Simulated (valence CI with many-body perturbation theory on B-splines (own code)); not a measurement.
**Forbidden lines of W⁵¹⁺**

Calculated by relativistic CI+MBPT: five valence electrons over a frozen Dirac-Fock core [Ar], radial functions for each j: 7 s, 7 p, 8 d, 6 f, 4 g, 1 h, with the one-electron correlation potential Σ1, the two-electron term Σ2, the three-electron term Σ3, Breit, model QED; selected CI, second order for the rest, scaled by the run's own slope (own B-spline code, finite nucleus).

No measured spectrum was set against this ion. As an estimate, large intervals hold to a few tenths of a per cent, small ones and those within an open d or f shell to about a per cent. Excitations out of the core, of the other parity, are not computed and may begin above about 249 eV (a cautious bound); beyond it only levels of the ground parity were kept, without lifetimes. Only levels of the ground parity were solved; by the run's estimate the other parity begins above the list, which can be wrong where configurations are misplaced.

Lines 1 to 50 of 120 in falling wavelength, among levels below 2005300 cm⁻¹, chosen from the decays that carry over 1 % of a level's rate. Wavelengths and rates use the calculated energies. Electric multipoles are in the length gauge, E1 and E2 with the static RPA response of the core. S is in atomic units (e²a₀⁴ for E2 and M2, e²a₀⁶ for E3), for M1 in squared Bohr magnetons. Weak lines are less certain than strong ones. Lines between different terms over intervals too small for the method are left out, as are lines whose strength nearly cancels. The highest levels of a list are the least certain.

Levels are named by their leading jj configuration (3d3/2^4 stands for four electrons in 3d with j = 3/2), which in mixed levels can hold well under half, so a name can repeat and another be missing. Letters in brackets count levels of one name in rising energy.

```tsv
λ vac (nm)	Upper	Lower	Type	A (s⁻¹)	S (a.u.)
976.0	(3d3/2^3 3d5/2^2) J=11/2	(3d3/2^3 3d5/2^2) J=7/2 [a]	E2	1.60e-08	1.52e-05
222.2	(3d3/2^3 3d5/2^2) J=9/2	(3d3/2^3 3d5/2^2) J=11/2	M1	7.39e+02	3.00e+00
181.0	(3d3/2^3 3d5/2^2) J=9/2	(3d3/2^3 3d5/2^2) J=7/2 [a]	M1	1.53e+03	3.37e+00
142.2	(3d3/2^3 3d5/2^2) J=5/2 [b]	(3d3/2^3 3d5/2^2) J=3/2 [a]	M1	2.49e+03	1.59e+00
100.4	(3d3/2^3 3d5/2^2) J=1/2	(3d3/2^3 3d5/2^2) J=3/2 [a]	M1	2.12e+04	1.59e+00
82.18	(3d3/2^3 3d5/2^2) J=7/2 [b]	(3d3/2^3 3d5/2^2) J=7/2 [a]	M1	3.77e+03	6.21e-01
69.39	(3d3/2^3 3d5/2^2) J=3/2 [b]	(3d3/2^3 3d5/2^2) J=1/2	M1	3.36e+03	1.66e-01
62.07	(3d3/2^2 3d5/2^3) J=9/2 [c]	(3d3/2^2 3d5/2^3) J=9/2 [b]	M1	2.58e+04	2.29e+00
57.68	(3d3/2^3 3d5/2^2) J=3/2 [b]	(3d3/2^3 3d5/2^2) J=5/2 [b]	M1	1.12e+04	3.19e-01
55.71	(3d3/2^3 3d5/2^2) J=5/2 [b]	(3d3/2^3 3d5/2^2) J=5/2 [a]	M1	4.29e+04	1.65e+00
51.23	(3d3/2^2 3d5/2^3) J=3/2 [c]	(3d3/2^2 3d5/2^3) J=1/2 [b]	M1	1.91e+04	3.80e-01
41.04	(3d3/2^3 3d5/2^2) J=3/2 [b]	(3d3/2^3 3d5/2^2) J=3/2 [a]	M1	3.01e+04	3.08e-01
40.24	(3d3/2^2 3d5/2^3) J=3/2 [c]	(3d3/2^2 3d5/2^3) J=5/2 [c]	M1	5.35e+04	5.17e-01
30.04	(3d3/2^2 3d5/2^3) J=1/2 [a]	(3d3/2^3 3d5/2^2) J=3/2 [b]	M1	2.96e+05	5.94e-01
29.19	(3d3/2^2 3d5/2^3) J=3/2 [a]	(3d3/2^3 3d5/2^2) J=3/2 [b]	M1	1.01e+05	3.72e-01
28.44	(3d3/2^2 3d5/2^3) J=5/2 [b]	(3d3/2^3 3d5/2^2) J=3/2 [b]	M1	1.66e+05	8.50e-01
28.34	(3d3/2^3 3d5/2^2) J=3/2 [b]	(3d3/2^3 3d5/2^2) J=5/2 [a]	M1	2.34e+04	7.90e-02
28.00	(3d3/2^2 3d5/2^3) J=5/2 [d]	(3d3/2^2 3d5/2^3) J=5/2 [b]	M1	1.07e+05	5.22e-01
23.22	(3d3/2^2 3d5/2^3) J=9/2 [a]	(3d3/2^3 3d5/2^2) J=7/2 [b]	M1	2.92e+05	1.35e+00
23.17	(3d3/2^2 3d5/2^3) J=5/2 [c]	(3d3/2^3 3d5/2^2) J=3/2 [b]	M1	8.36e+05	2.31e+00
23.00	(3d3/2^2 3d5/2^3) J=5/2 [d]	(3d3/2^2 3d5/2^3) J=7/2 [a]	M1	1.47e+05	3.99e-01
22.96	(3d3/2^2 3d5/2^3) J=3/2 [b]	(3d3/2^3 3d5/2^2) J=3/2 [b]	M1	2.38e+04	4.28e-02
22.35	(3d3/2^2 3d5/2^3) J=7/2 [a]	(3d3/2^3 3d5/2^2) J=5/2 [b]	M1	6.04e+05	2.00e+00
22.34	(3d3/2^2 3d5/2^3) J=5/2 [a]	(3d3/2^3 3d5/2^2) J=3/2 [a]	M1	1.28e+05	3.18e-01
22.08	(3d3/2 3d5/2^4) J=3/2 [a]	(3d3/2^2 3d5/2^3) J=1/2 [b]	M1	1.08e+05	1.72e-01
21.61	(3d3/2^2 3d5/2^3) J=5/2 [a]	(3d3/2^3 3d5/2^2) J=7/2 [a]	M1	5.18e+05	1.16e+00
21.23	(3d3/2^3 3d5/2^2) J=5/2 [a]	(3d3/2^4 3d5/2) J=5/2	M1	3.46e+06	7.35e+00
20.96	(3d3/2^2 3d5/2^3) J=1/2 [a]	(3d3/2^3 3d5/2^2) J=1/2	M1	1.50e+06	1.02e+00
20.94	(3d3/2^2 3d5/2^3) J=7/2 [a]	(3d3/2^3 3d5/2^2) J=9/2	M1	9.35e+05	2.55e+00
20.83	(3d3/2 3d5/2^4) J=7/2 [a]	(3d3/2^2 3d5/2^3) J=5/2 [c]	M1	5.75e+05	1.54e+00
20.81	(3d3/2^2 3d5/2^3) J=11/2	(3d3/2^3 3d5/2^2) J=9/2	M1	3.77e+05	1.51e+00
20.63	(3d3/2^2 3d5/2^3) J=1/2 [b]	(3d3/2^3 3d5/2^2) J=3/2 [b]	M1	7.28e+04	4.74e-02
20.55	(3d3/2^2 3d5/2^3) J=3/2 [a]	(3d3/2^3 3d5/2^2) J=1/2	M1	3.25e+05	4.18e-01
20.46	(3d3/2^2 3d5/2^3) J=5/2 [b]	(3d3/2^3 3d5/2^2) J=7/2 [b]	M1	3.71e+05	7.06e-01
20.12	(3d3/2 3d5/2^4) J=5/2 [a]	(3d3/2^2 3d5/2^3) J=3/2 [a]	M1	7.68e+05	1.39e+00
20.12	(3d3/2^2 3d5/2^3) J=9/2 [a]	(3d3/2^3 3d5/2^2) J=9/2	M1	3.08e+04	9.28e-02
20.03	(3d3/2 3d5/2^4) J=9/2	(3d3/2^2 3d5/2^3) J=7/2 [c]	M1	5.31e+05	1.58e+00
19.76	(3d3/2 3d5/2^4) J=3/2 [a]	(3d3/2^2 3d5/2^3) J=5/2 [c]	M1	7.49e+05	8.56e-01
19.38	(3d3/2^2 3d5/2^3) J=3/2 [a]	(3d3/2^3 3d5/2^2) J=5/2 [b]	M1	1.24e+06	1.34e+00
19.32	(3d3/2 3d5/2^4) J=7/2 [a]	(3d3/2^2 3d5/2^3) J=9/2 [b]	M1	5.77e+05	1.23e+00
19.05	(3d3/2^2 3d5/2^3) J=5/2 [b]	(3d3/2^3 3d5/2^2) J=5/2 [b]	M1	1.43e+06	2.19e+00
19.02	(3d3/2^2 3d5/2^3) J=11/2	(3d3/2^3 3d5/2^2) J=11/2	M1	2.34e+06	7.18e+00
18.88	(3d3/2 3d5/2^4) J=11/2	(3d3/2^2 3d5/2^3) J=9/2 [b]	M1	5.28e+05	1.58e+00
18.83	(3d3/2^2 3d5/2^3) J=9/2 [b]	(3d3/2^3 3d5/2^2) J=7/2 [b]	M1	4.13e+05	1.02e+00
18.77	(3d3/2^2 3d5/2^3) J=7/2 [a]	(3d3/2^3 3d5/2^2) J=7/2 [a]	M1	1.44e+06	2.83e+00
18.63	(3d3/2 3d5/2^4) J=5/2 [b]	(3d3/2^2 3d5/2^3) J=7/2 [c]	M1	3.59e+05	5.16e-01
18.45	(3d3/2^2 3d5/2^3) J=9/2 [a]	(3d3/2^3 3d5/2^2) J=11/2	M1	9.41e+05	2.19e+00
18.16	(3d3/2^2 3d5/2^3) J=7/2 [b]	(3d3/2^3 3d5/2^2) J=7/2 [b]	M1	4.43e+05	7.87e-01
18.10	(3d3/2^2 3d5/2^3) J=9/2 [a]	(3d3/2^3 3d5/2^2) J=7/2 [a]	M1	1.44e+06	3.17e+00
17.96	(3d3/2^2 3d5/2^3) J=5/2 [a]	(3d3/2^3 3d5/2^2) J=5/2 [a]	M1	6.63e+06	8.54e+00
```
